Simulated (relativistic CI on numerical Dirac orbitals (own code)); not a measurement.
## How well does a small relativistic CI reproduce Cs III?

Computed by Dirac-Coulomb-Breit CI, separate exchange-only KLI orbitals for each configuration, QED by a radiative potential, valence Slater integrals scaled by 0.85, P86 correlation energy added to each configuration (own radial code, finite nucleus).

Configurations in the expansion (outside the closed core [Kr] 4d10): 5s2 5p5, 5s 5p6, 5s2 5p4 5d, 5s2 5p4 5f, 5s2 5p4 6s, 5s 5p5 5d, 5s2 5p4 6p, 5s2 5p4 4f, 5s2 5p4 7s, 5s2 5p4 6d, 5s2 5p4 7p, 5s 5p5 5f, 5s2 5p4 8s, 5s2 5p4 7d, 5s2 5p4 5g, 5s2 5p4 6f, 5s2 5p4 8p, 5s2 5p3 4f 5d, 5s2 5p3 5d 5f, 5s 5p5 6s, 5s 5p4 5d 6s, 5s 5p4 6s2, 5p6 6p, 5p6 4f, 5s 5p5 6p, 5s 5p5 7s, 5s 5p4 5d2, 5s2 5p3 5d2, 5s2 5p2 5d3, 5s2 5p2 5d2 5f, 5s2 5p2 5d2 6s, 5s 5p3 5d3, 5s2 5p2 5d2 6p, 5p5 5d2, 5p4 5d3, 5p4 5d2 5f, 5p4 5d2 6s, 5p4 5d2 6p, 5p5 5f2, 5p4 5d 5f2, 5p4 5f3, 5p4 5f2 6s, 5p4 5f2 6p. Double excitations out of closed p, d and f shells are left out; levels of such configurations are missing from the list, as are those of other unlisted configurations, and high levels can miss mixing partners. These lack a partner that the ground configuration has and come out too high: 5s2 5p4 4f, 5s2 5p4 7s, 5s2 5p4 6d, 5s2 5p4 7p, 5s 5p5 5f.

| Configuration | Term (tabulated) | J | Measured (cm⁻¹) | Computed | Error | Purity (%) |
| --- | --- | --- | --- | --- | --- | --- |
| 5s2 5p5 | 2P° | 3/2 | 0.0 | 0 | 0 | 97 |
| 5s2 5p5 | 2P° | 1/2 | 13847.4 | 13664 | -184 | 97 |
| 5s2 5p4 5d | 4D | 5/2 | 120425.1 | 121624 | 1199 | 77 |
| 5s2 5p4 5d | 4D | 7/2 | 120782.6 | 121973 | 1190 | 80 |
| 5s2 5p4 5d | 4F | 9/2 | 125926.8 | 127598 | 1671 | 83 |
| 5s2 5p4 5d | 4F | 5/2 | 135081.1 | 136853 | 1772 | 76 |
| 5s2 5p4 5d | 4F | 3/2 | 135747.9 | 137758 | 2010 | 65 |
| 5s2 5p4 5d | 2G | 9/2 | 144868.7 | 146759 | 1890 | 83 |
| 5s2 5p4 6s | 4P | 1/2 | 145443.2 | 149113 | 3670 | 74 |
| 5s2 5p4 6s | 2P | 1/2 | 150467.3 | 154289 | 3822 | 84 |
| 5s2 5p4 6s | 2D | 5/2 | 156698.5 | 160687 | 3988 | 83 |
| 5s2 5p4 6s | 2D | 3/2 | 156820.3 | 160850 | 4029 | 70 |
| 5s2 5p4 5d | 2D | 3/2 | 164489.8 | 165864 | 1375 | 67 |
| 5s2 5p4 5d | 2D | 3/2 | 178362.5 | 182113 | 3750 | 75 |
| 5s2 5p4 6s | 2S | 1/2 | 179561.5 | 185106 | 5545 | 69 |

Measured levels from Sansonetti, J. Phys. Chem. Ref. Data 38, 761 (2009); LS terms from a parametric fit; pairs were made by configuration, J and term (by order where the table uses no LS term), so strongly mixed levels may be paired wrongly. Some J values or terms of the table were assigned by a fit.

Mean error by configuration (cm⁻¹): 5s2 5p5 -184; 5s2 5p4 5d 1857; 5s2 5p4 6s 4211. Over the excited levels the mean absolute error is 2578 cm⁻¹ (14 of the 37 excited levels that our extract of the source holds in range could be paired, and the others can miss by more), and the median relative error of those above 1,000 cm⁻¹ is 1.4 %.
